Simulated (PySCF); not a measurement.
## Dipole moment and polarisability of `C[Si@@H](C=O)[SiH2]CCl`

C3H9ClOSi2.
Atom-mapped SMILES: `[CH3:1][Si@@H:2]([CH:3]=[O:4])[SiH2:5][CH2:6][Cl:7]` (hydrogens: H8, H9, H10 on C1; H11 on Si2; H12 on C3; H13, H14 on Si5; H15, H16 on C6)

Geometry (GFN2-xTB, Å), atoms numbered from 1 in this order:
```
atom  x, y, z in Å
C1    -1.618   -1.452    0.437
Si2   -0.765    0.071   -0.331
C3    -2.003    1.525   -0.100
O4    -1.749    2.470    0.607
Si5    1.152    0.774    0.776
C6     2.645   -0.173    0.022
Cl7    2.285   -1.922    0.033
H8    -1.867   -1.283    1.482
H9    -0.963   -2.317    0.391
H10   -2.538   -1.705   -0.085
H11   -0.692   -0.146   -1.789
H12   -2.987    1.490   -0.614
H13    1.514    2.191    0.644
H14    1.171    0.439    2.207
H15    2.845    0.093   -1.013
H16    3.562   -0.044    0.591
```

Level: CAM-B3LYP/def2-SVPD (PySCF), static field, nuclei fixed, core orbitals frozen in the response. The polarisability tensor in these axes (au):

```
x   115.94  -3.19   4.36
y    -3.19 114.98   4.98
z     4.36   4.98  90.89
```

Diagonalise the tensor; give its mean and Δα, where Δα² is half the sum of the squared differences of the eigenvalues.

Principal values 89.00, 114.12 and 118.69 au; mean 107.27 au = 15.90 Å³ = 17.69 × 10⁻⁴⁰ C²·m²/J; Δα = 27.69 au (26 % of the mean).

What is the dipole moment, and where does it point?

(-0.01, -0.82, -1.19) D, 1.44 D in size, pointing from the negative to the positive side. Measured along this direction, the outermost atoms are H14 at the negative end and H11 at the positive end.

Find the Langevin capture rate constant for NO+ (29.998 u) meeting this molecule (151.988 u), k = 2.342 × 10⁻⁹ cm³/s × √(α in Å³ / reduced mass in u).

The reduced mass is 25.05 u, so k = 1.87 × 10⁻⁹ cm³/s. The formula leaves out the permanent dipole, which adds to the capture rate.

What depolarisation ratio follows for Rayleigh scattering of linearly polarised light, taking the static tensor?

ρ = 3Δα²/(45ᾱ² + 4Δα²) = 2299.6/(517805 + 3066.1) = 0.00441.

Along which axes do the principal values lie, and how far do the nuclei extend along each?

Largest value along (0.76, -0.65, 0.00), where the nuclei span 6.23 Å; middle along (0.62, 0.73, 0.27), 5.58 Å; least along (-0.18, -0.21, 0.96), 3.59 Å. The response follows the extents in order.

Refractivity n − 1 of an ideal gas of it at 350 K and 1 atm, from the electronic α?

N = p/kT = 2.0968 × 10¹⁹ cm⁻³, so n − 1 = 2π × N × 15.90 × 10⁻²⁴ cm³ = 2094 × 10⁻⁶ at long wavelengths.

The structure is a single GFN2-xTB conformer in the gas phase; no vibrational or solvent corrections.
